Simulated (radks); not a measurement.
Charge is removed step by step from the 5s down level of I3+, starting from [Kr] 4d10 5s(up 1, down 1) 5p2. Method: scalar-relativistic Kohn-Sham, BLYP, spin-polarised, spherical densities, finite nucleus; open shells are filled with parallel spins first (spin-orbit coupling, left out, can overturn this in heavy ions); Fermi nuclear charge, rms radius 4.75 fm; computed with a radial shooting solver on a logarithmic mesh with Libxc functionals.

removed (e)  E - E(0) (eV)  eigenvalue (eV)  E minus straight line (eV)
0                    0.000          -45.485                       0.000
0.25                11.714          -48.254                      -1.054
0.5                 24.125          -51.060                      -1.412
0.75                37.242          -53.905                      -1.063
1                   51.074          -56.763                       0.000

Removing the whole electron costs 51.074 eV by Delta-SCF, against 45.485 eV from minus the eigenvalue at the starting occupation. Slater's transition state (half an electron removed) gives 51.060 eV. Integrating minus the eigenvalue over the occupation (Janak's theorem) gives 51.084 eV. In this scalar-relativistic scheme the density is built from large components alone, so the theorem holds only approximately. The mean slope of the eigenvalue, de/dn, is 11.3 eV per electron.
